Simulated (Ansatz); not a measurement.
Start from `OB(O)F` and change one atom or group to get `CC(C)OB(O)F`.

Ansatz, PBE0-D4/def2-TZVP geometries, multiplicity 1. Each molecule was computed in one conformer, which needn't be the lowest.

```tsv
property	`OB(O)F`
HOMO energy (PBE/def2-TZVPP) / eV	-7.97
HOMO–LUMO gap (ωB97M-V/def2-TZVPP) / eV	13.98
HOMO energy (B3LYP/def2-TZVPP) / eV	-9.46
size of the dipole moment (PBE/def2-TZVPP) / D	1.83
LUMO energy (ωB97M-V/def2-TZVPP) / eV	1.77
LUMO energy (B3LYP/def2-TZVPP) / eV	0.03
```

Question: What does the change do to each property? (Best estimate.)

Answer: The calculation gave: 
```json
{"property": "HOMO energy (PBE/def2-TZVPP) / eV", "`CC(C)OB(O)F`": "-7.09", "shift": "0.88"}
{"property": "HOMO–LUMO gap (ωB97M-V/def2-TZVPP) / eV", "`CC(C)OB(O)F`": "13.00", "shift": "-0.98"}
{"property": "HOMO energy (B3LYP/def2-TZVPP) / eV", "`CC(C)OB(O)F`": "-8.40", "shift": "1.06"}
{"property": "size of the dipole moment (PBE/def2-TZVPP) / D", "`CC(C)OB(O)F`": "1.71", "shift": "-0.12"}
{"property": "LUMO energy (ωB97M-V/def2-TZVPP) / eV", "`CC(C)OB(O)F`": "1.98", "shift": "0.21"}
{"property": "LUMO energy (B3LYP/def2-TZVPP) / eV", "`CC(C)OB(O)F`": "0.29", "shift": "0.26"}
```

With PBE0 the HOMO rises by 1.11 eV and the LUMO rises by 0.23 eV, so the gap narrows by about 0.88 eV. PBE moves the HOMO by 0.88 eV and ωB97M-V by 1.19 eV. Dipoles are sizes alone; their direction can turn.

B3LYP here is the variant with VWN-RPA as its local correlation; programs differ in this.
